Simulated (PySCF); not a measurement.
# Which determinant of PbN⁺ lies lowest?

Unrestricted PBE0; Pb cc-pVDZ-PP with ECP60, N cc-pVDZ; scalar-relativistic core potentials (PySCF 2.14). Outer shells of the fragments: Pb+ 5d10 6s2 6p1; N 2s2 2p3.

Followed along the bond (rough minima from three points):

```tsv
2Ms+1	unpaired	⟨S²⟩ at the start	R at minimum (Å)	Te (eV)
3	π ↑↑	2.01	2.25	0.00
3	σ ↑, π ↑	2.18	2.15	0.53
1	π ↑↓	1.00	2.23	0.53
1	σ ↓, π ↑	1.01	2.10	1.09
5	σ ↑, π ↑↑↑	6.01	none in the scan	≤ 1.23
```

Solutions found at the starting distance of 2.150 Å, counted from the lowest of them; the search is not exhaustive and high or unbound solutions are not listed, so other states can lie among these:

```csv
2Ms+1,unpaired,term,E (eV),⟨S²⟩,⟨Lz²⟩,μ (D)
3,π ↑↑,³Σ⁻,0.00,2.01,0.00,-1.71
3,"σ ↑, π ↑",³Π,0.48,2.18,1.00,-1.80
1,π ↑↓,mixed,0.53,1.00,2.01,-1.66
1,"σ ↓, π ↑",mixed,1.06,1.01,1.04,-2.30
5,"σ ↑, π ↑↑↑",⁵Π,1.97,6.01,1.00,1.32
1,none,mixed,2.02,0.00,2.00,-1.36
1,none,¹Σ⁺,3.02,0.00,0.00,-2.98
3,"σ ↑, π ↑↑↓",mixed,3.09,3.01,3.01,1.17
3,"σ ↓, π ↑↑↑",mixed,3.09,3.01,1.00,1.17
1,"σ ↑, π ↑↓↓",mixed,3.23,2.01,3.01,1.26
```

A term symbol is given only where ⟨S²⟩ and ⟨Lz²⟩ are close to those of a pure state; real π, δ and φ orbitals otherwise mix terms. A positive dipole points towards N; it is taken about the centre of mass and depends on that origin.

Question: Compare the gap between the two lowest followed solutions at the starting distance with the gap between their minima.

Answer: At PBE0 the second solution (triplet, unpaired electrons σ ↑, π ↑) lies +0.48 eV from the first (triplet, unpaired electrons π ↑↑) at 2.150 Å and +0.53 eV at the minima; the two curves relax by different amounts, since their minima lie near 2.15 and 2.25 Å.

Spin–orbit coupling is left out, which matters for elements this heavy, above all for dissociation energies. Counting both spins, an empty level lies below a filled one in some of these solutions, because spin and occupation are held.
